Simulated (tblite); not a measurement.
Parent: `[CH3:1]/[C:2]([C:3]#[N:4])=[N:5]/[SiH2:6][CH:7]=[O:8]` with C2–N5–Si6–C7 -123°, N5–Si6–C7–O8 155°, C4H6N2OSi.

Structures optimised with GFN2-xTB, isolated species. One conformer each, not checked by frequencies here.

| coordinate of the parent | value |
| --- | --- |
| C1–C2 | 1.495 Å |
| C2–C3 | 1.432 Å |
| C3≡N4 | 1.146 Å |
| C2=N5 | 1.262 Å |
| N5–Si6 | 1.708 Å |
| Si6–C7 | 1.923 Å |
| C7=O8 | 1.202 Å |
| C1–C2–C3 | 115.3° |
| C1–C2–N5 | 122.0° |
| C3–C2–N5 | 122.7° |
| C2–C3–N4 | 178.5° |
| C2–N5–Si6 | 138.1° |
| N5–Si6–C7 | 100.9° |
| Si6–C7–O8 | 122.8° |

Problem. How does the shared frame change in `[CH3:1]/[C:2]([C:3]#[N:4])=[N:5]/[SiH2:6][CH2:7][CH:8]=[O:9]` with C2–N5–Si6–C7 123°, N5–Si6–C7–C8 171°, Si6–C7–C8–O9 -90°, C5H8N2OSi? Atoms pair as C1 = C1, C2 = C2, C3 = C3, N4 = N4, N5 = N5, Si6 = Si6, C7 = C7 (parent first).

Solution. 
| parent | relative | value in the relative | change |
| --- | --- | --- | --- |
| C1–C2 | C1–C2 | 1.494 Å | -0.001 |
| C2–C3 | C2–C3 | 1.434 Å | +0.002 |
| C3≡N4 | C3≡N4 | 1.146 Å | 0.000 |
| C2=N5 | C2=N5 | 1.260 Å | -0.002 |
| N5–Si6 | N5–Si6 | 1.716 Å | +0.008 |
| Si6–C7 | Si6–C7 | 1.921 Å | -0.002 |
| C1–C2–C3 | C1–C2–C3 | 115.2° | -0.1 |
| C1–C2–N5 | C1–C2–N5 | 122.2° | +0.2 |
| C3–C2–N5 | C3–C2–N5 | 122.7° | 0.0 |
| C2–C3–N4 | C2–C3–N4 | 178.5° | 0.0 |
| C2–N5–Si6 | C2–N5–Si6 | 136.4° | -1.7 |
| N5–Si6–C7 | N5–Si6–C7 | 101.7° | +0.8 |

Of the parent's bonds, N5–Si6 changes most (+0.008 Å). Bonds of the relative outside the shared frame: C7–C8 1.472, C8=O9 1.203 Å. Point group C1 → C1.

These are computed values.
